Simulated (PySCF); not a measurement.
A structure optimised at r2SCAN-D4/def2-SVP, used in a PySCF frequency run:

```
N
H 1 1.0196
C 1 1.3360 2 124.38
N 3 1.3360 1 106.94 2 180.00
H 4 1.0196 3 124.38 1 180.00
C 1 1.3789 2 125.49 3 180.00
C 6 1.3686 1 106.40 2 180.00
H 6 1.0878 7 131.08 4 180.00
H 7 1.0878 6 131.08 8 0.00
H 3 1.0891 1 126.53 2 0.00
```
Charge +1, spin multiplicity 1.

Question: Write its SMILES, formula and point group.

Answer: c1c[nH+]c[nH]1, C3H5N2, C2v

Question: What are its rotational constants (standard atomic weights)?

Answer: 9.2951, 9.0496, 4.5853 GHz
